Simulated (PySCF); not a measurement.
## Which determinant of MgTl⁺ lies lowest?

Unrestricted PBE0; Mg aug-cc-pVDZ, Tl aug-cc-pVDZ-PP with ECP60; scalar-relativistic core potentials (PySCF 2.14). Outer shells of the fragments: Mg 3s2; Tl+ 5d10 6s2.

Followed along the bond (rough minima from three points):

```tsv
2Ms+1	unpaired	⟨S²⟩ at the start	R at minimum (Å)	Te (eV)
1	none	0.00	3.34	0.00
3	σ ↑↑	2.00	none in the scan	≤ 1.77
```

Solutions found at the starting distance of 2.885 Å, counted from the lowest of them; the search is not exhaustive and high or unbound solutions are not listed, so other states can lie among these:

| 2Ms+1 | unpaired | term | E (eV) | ⟨S²⟩ | ⟨Lz²⟩ | μ (D) |
| --- | --- | --- | --- | --- | --- | --- |
| 1 | none | ¹Σ⁺ | 0.00 | 0.00 | 0.00 | -5.40 |
| 3 | σ ↑↑ | ³Σ⁺ | 1.96 | 2.00 | 0.00 | -4.77 |
| 3 | σ ↑, π ↑ | ³Π | 1.97 | 2.00 | 1.00 | -7.29 |
| 1 | σ ↓, π ↑ | mixed | 2.29 | 1.00 | 1.00 | -7.83 |
| 3 | π ↑↑ | ³Σ⁻ | 5.20 | 2.01 | 0.00 | -8.73 |
| 3 | π ↑↑ | mixed | 6.76 | 2.00 | 2.00 | -7.64 |
| 3 | σ ↑, δ ↑ | ³Δ | 6.99 | 2.00 | 4.00 | -5.24 |

A term symbol is given only where ⟨S²⟩ and ⟨Lz²⟩ are close to those of a pure state; real π, δ and φ orbitals otherwise mix terms. A positive dipole points towards Tl; it is taken about the centre of mass and depends on that origin.

Spin–orbit coupling is left out. Counting both spins, an empty level lies below a filled one in some of these solutions, because spin and occupation are held.
